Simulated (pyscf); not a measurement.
cyclic C₄H₈Si (SMILES C=CC1C[SiH2]1), singlet

Gas-phase minimum from PySCF at ωB97X-D3(BJ)/def2-SVP, one conformer. cyclic C₄H₈Si (SMILES C=CC1C[SiH2]1) lies 34.0 kcal/mol over its isomer cyclic C₄H₈Si (SMILES C1=CC[SiH2]C1), and others may lie lower still (electronic energy, ωB97M-D3(BJ)). 

SMILES: C=CC1C[SiH2]1
```xyz
13

C      1.8791    -0.3622    -0.2879
C      0.5776    -0.0797    -0.1765
C     -0.0041     1.2805    -0.0597
C     -1.3839     1.5472    -0.7236
Si    -1.4120     1.6285     1.1257
H      2.6359     0.4296    -0.3120
H      2.2320    -1.3953    -0.3553
H     -0.1433    -0.9092    -0.1593
H      0.7263     2.0891    -0.1892
H     -1.8380     0.6853    -1.2271
H     -1.4610     2.4653    -1.3164
H     -1.9934     0.4946     1.8818
H     -1.4805     2.9437     1.8048
```

Bonds (Å): C1–C2 1.336, C1–H6 1.096, C1–H7 1.094, C2–C3 1.484, C2–H8 1.099, C3–C4 1.554, C3–Si5 1.873, C3–H9 1.097, C4–Si5 1.851, C4–H10 1.097, C4–H11 1.096, Si5–H12 1.482, Si5–H13 1.482. Bond angles (°): C2–C1–H6 121.5, C2–C1–H7 121.3, H6–C1–H7 117.3, C1–C2–C3 125.6, C1–C2–H8 118.7, C3–C2–H8 115.7, C2–C3–C4 118.1, C2–C3–Si5 121.0, C2–C3–H9 113.9, C4–C3–Si5 64.6, C4–C3–H9 114.5, Si5–C3–H9 116.0, C3–C4–Si5 66.1, C3–C4–H10 115.4 (the first ones only).

Properties at ωB97X-D3(BJ)/def2-SVP:

```yaml
harmonic_wavenumbers_unscaled: 107, 184, 280, 410, 471, 545, 624, 649, 712, 757, 801, 875, 924, 937, 972, 1003, 1030, 1046, 1106, 1213, 1290, 1330, 1413, 1450, 1752, 2295, 2312, 3147, 3154, 3168, 3171, 3237, 3266 cm⁻¹
zero_point_energy: 65.2 kcal/mol
rotational_symmetry_number: 1
Entropy of this conformer at 298 K and 1 atm, rigid rotor and harmonic oscillator, modes under 100 cm⁻¹ raised to 100: 323.8 J/(mol K)
dipole_moment: 0.72 D
```

Single-point totals, which compare only within one level:

```tsv
level	total energy (hartree)
ωB97X-D3(BJ)/def2-TZVP	-446.84119
PBE/def2-TZVP	-446.36004
r²SCAN/def2-TZVP	-446.60342
B3LYP-D3(BJ)/def2-TZVP	-446.77586
PBE0-D3(BJ)/def2-TZVP	-446.42015
M06-2X/def2-TZVP	-446.62993
ωB97M-D3(BJ)/def2-TZVP	-446.81614
```

Soft torsions are taken as harmonic, which can shift the entropy by several J/(mol K).
